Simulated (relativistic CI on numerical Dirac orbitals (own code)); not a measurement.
**Hg⁴⁺ (5d8) in a crystal field**

Calculated by Dirac-Coulomb-Breit CI, KLI orbitals optimised for each configuration, QED by a radiative potential, valence Slater integrals scaled by 0.8, one configuration in a parametric crystal field (own radial code).

Field parameters in Wybourne normalisation: Td as Oh with Dq negative (B⁴₀ = 21Dq, B⁴₄ = √(5/14) B⁴₀). The field is a parameter set, without covalency.

S is read from ⟨S²⟩ = S(S + 1).

Levels (cm⁻¹, degeneracy): 0 (1), 2086 (3), 3806 (2), 7834 (3), 10217 (3), 14631 (2), 19567 (3), 21821 (1), 22406 (3), 24043 (2), 26328 (1), 30295 (3).

Task: Which field gives this pattern?
A. Td, 10Dq = -9150 cm⁻¹
B. Td, 10Dq = -12150 cm⁻¹
C. Td, 10Dq = -14100 cm⁻¹

Result: A. Td, 10Dq = -9150 cm⁻¹, ground level with S = 0.97.
